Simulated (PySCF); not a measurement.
# TaOBr + HCl → TaOCl + HBr

Level: PBE0 in the def2-TZVP basis family, computed in PySCF with density fitting; scalar-relativistic core potentials for atoms from Rb on, none lighter, no spin–orbit coupling; open shells unrestricted.

```csv
species,state and structure,ZPE (kJ/mol),H(298 K) − H(0) (kJ/mol),S° (J/(mol K))
TaOBr,"triplet, Cs, Ta–Br 2.463 Å, Ta–O 1.700 Å; Br–Ta–O 115.9°",8.5,13.0,319.4
HCl,"singlet, C∞v, H–Cl 1.279 Å",17.9,8.7,186.6
TaOCl,"triplet, Cs, Ta–Cl 2.309 Å, Ta–O 1.702 Å; Cl–Ta–O 116.1°",9.3,12.5,307.8
HBr,"singlet, C∞v, H–Br 1.421 Å",16.0,8.7,198.5
```

**Question.** Is the gas-phase reaction uphill or downhill in electronic energy at this level, and by how much?

**Answer.** At PBE0/def2-TZVP, ΔE = 3.0 kJ/mol, uphill. 

**Question.** Add zero-point, thermal and entropy terms for 298.15 K and 1 bar.

**Answer.** ΔZPE = -1.1 and Δ[H(298) − H(0)] = -0.5 kJ/mol give ΔH° = 1.4 kJ/mol. ΔS° = 0.3 J/(mol K), so ΔG° = 1.4 − 298.15 × (0.0003) = 1 kJ/mol and log₁₀K = -0.2.

Spin–orbit coupling can matter for TaOBr, TaOCl and is left out. Open d or f shells are single determinants, so the state found may not be the ground state. Each species is the lowest minimum found with this bonding; other isomers or fragments can lie lower.
